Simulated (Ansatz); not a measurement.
Ansatz (a quantum-chemistry and plane-wave program) input:

Ansatz 0.2 input:
```yaml
crystal:
  periodic: [false, false, false]
  atoms:
    - {symbol: C, position_ang: [2.81044064, -0.04028169, -0.58846443]}
    - {symbol: C, position_ang: [1.38271551, -0.21401153, -0.19913086]}
    - {symbol: C, position_ang: [0.61583252, 0.77702727, 0.38009581]}
    - {symbol: C, position_ang: [-0.71027985, 0.68571787, 0.77044993]}
    - {symbol: C, position_ang: [-1.58030579, -0.51812245, 0.60813710]}
    - {symbol: C, position_ang: [-2.41089395, -0.47552178, -0.68545795]}
    - {symbol: H, position_ang: [3.45878877, -0.75273607, -0.06588263]}
    - {symbol: H, position_ang: [2.96013795, -0.22028863, -1.65896877]}
    - {symbol: H, position_ang: [3.16733743, 0.96604494, -0.36346811]}
    - {symbol: H, position_ang: [0.93900328, -1.18510626, -0.38983785]}
    - {symbol: H, position_ang: [1.10432379, 1.73480016, 0.54447088]}
    - {symbol: H, position_ang: [-1.17707403, 1.57447206, 1.18025777]}
    - {symbol: H, position_ang: [-2.26118989, -0.58977626, 1.46151954]}
    - {symbol: H, position_ang: [-0.97790509, -1.42931804, 0.61664843]}
    - {symbol: H, position_ang: [-3.04837966, 0.41028917, -0.71095505]}
    - {symbol: H, position_ang: [-1.75871954, -0.44094769, -1.55944916]}
    - {symbol: H, position_ang: [-3.05137756, -1.35627961, -0.76811278]}
basis:
  gaussian:
    orbitals: aug-cc-pVDZ
magnetization: {spin_polarized: true, initial_magnetization: 1}
correlation: {method: ccsd_t, electrons: outside_noble_gas}
output: {forces: true}
```

**Question.** Which total energy does the run end on?

**Answer.** -234.55415 Eh (CCSD(T)/aug-cc-pVDZ). The basis has 237 functions.

It need not be the lowest isomer of its formula.

The determinant is spin-contaminated: <S^2> is 0.94 against 0.75 for a pure state.
